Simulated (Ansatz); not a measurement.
Z-matrix (Å, degrees):
```
Sn
F 1 1.935
Cl 1 2.360 2 96.9
```

The species carries charge 0 and has multiplicity 1. Sn takes the def2 core potential.

(1) List the CAM-B3LYP/def2-TZVPP orbital energies in eV (the Gaussian-basis code of Ansatz). (Estimate.)

## Answers

(1) Ansatz gave: Occupied: -2763.94, -672.29, -258.70, -197.71, -197.64, -197.61, -142.04, -97.06, -96.87, -96.79, -33.30, -31.14, -31.07, -31.00, -30.84, -30.37, -23.87, -15.56, -12.72, -12.59, -12.31, -10.55, -10.41, -9.58. Lowest empty: -2.05, 0.04, 0.48, 3.21, 3.79, 4.01, 5.26, 6.03.
